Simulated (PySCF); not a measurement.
**Two-component Hartree-Fock for P (phosphorus, neutral)**

Start: [Ne] 3s2 3p3; 3p1/2 filled at m_j = -1/2, +1/2; 3p3/2 filled at m_j = +3/2. Calculated with PySCF 2.14 in x2c-SVPall-2c: generalised Hartree-Fock with the X2C-1e Hamiltonian and a Gaussian nucleus; one run each with spin-orbit coupling (SO) switched off, then screened by Boettger's factors.

```tsv
spinor shell	electrons	ε, spin-free (eV)	ε, screened SO (eV)	weight of nominal j (screened SO)	rms radius, screened SO (bohr)
1s1/2	2	-2180.6	-2180.6	1.000	0.120
2s1/2	2	-204.98	-204.98	1.000	0.561
2p1/2	2	-146.67	-147.57	0.817	0.538
3s1/2	2	-18.804	-18.803	1.000	2.09
3p1/2	2	-10.561	-10.572	0.507	2.48
3p3/2	1	-10.561	-10.538	1.000	2.48
```

Question: Where does 2p3/2 lie, and what is the 2p spin-orbit splitting (screened SO)?

Answer: At -146.21 eV, 1.361 eV above 2p1/2.

```csv
quantity,spin-free,screened SO
E (hartree),-341.40284,-341.40309
M_J,3/2,3/2
⟨J²⟩,3.750,3.750
⟨L²⟩,0.000,0.000
⟨S²⟩,3.750,3.750
```

Each row is a mean over spinors that exchange with the open shell spreads, by up to 7.644 eV (3s1/2).

Rows whose weight is well below 1 are mixtures of j = l ± 1/2: exchange outweighs spin-orbit coupling there, and the label is only the starting occupation.

Without spin-orbit coupling the j labels of p, d and f shells carry no meaning; the spin-free column gives the mean over the occupied spinors of each nl shell.
